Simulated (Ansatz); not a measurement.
`N[CH](F)[GeH3]` and `CC(N)F` differ in one atom or group.

Ansatz, PBE0-D4/def2-TZVP geometries, multiplicity 1. Each molecule was computed in one conformer, which needn't be the lowest.

Scalar relativity is left out up to krypton.

| property | `N[CH](F)[GeH3]` |
| --- | --- |
| HOMO energy (PBE0/def2-TZVPP) / eV | -7.94 |
| HOMO–LUMO gap (PBE0/def2-TZVPP) / eV | 8.66 |
| HOMO–LUMO gap (B3LYP/def2-TZVPP) / eV | 8.12 |
| LUMO energy (PBE0/def2-TZVPP) / eV | 0.72 |
| LUMO energy (B3LYP/def2-TZVPP) / eV | 0.41 |
| LUMO energy (ωB97M-V/def2-TZVPP) / eV | 2.27 |

**Question.** What does the change do to each property? (Estimate.)

**Answer.** Computed: 
```json
{"property": "HOMO energy (PBE0/def2-TZVPP) / eV", "`CC(N)F`": "-7.83", "shift": "0.11"}
{"property": "HOMO–LUMO gap (PBE0/def2-TZVPP) / eV", "`CC(N)F`": "9.02", "shift": "0.36"}
{"property": "HOMO–LUMO gap (B3LYP/def2-TZVPP) / eV", "`CC(N)F`": "8.39", "shift": "0.27"}
{"property": "LUMO energy (PBE0/def2-TZVPP) / eV", "`CC(N)F`": "1.20", "shift": "0.48"}
{"property": "LUMO energy (B3LYP/def2-TZVPP) / eV", "`CC(N)F`": "0.82", "shift": "0.41"}
{"property": "LUMO energy (ωB97M-V/def2-TZVPP) / eV", "`CC(N)F`": "2.57", "shift": "0.30"}
```

With PBE0 the HOMO rises by 0.11 eV and the LUMO rises by 0.48 eV, so the gap widens by about 0.37 eV. PBE moves the HOMO by 0.21 eV and ωB97M-V by 0.01 eV.

B3LYP here is the variant with VWN-RPA as its local correlation; programs differ in this.
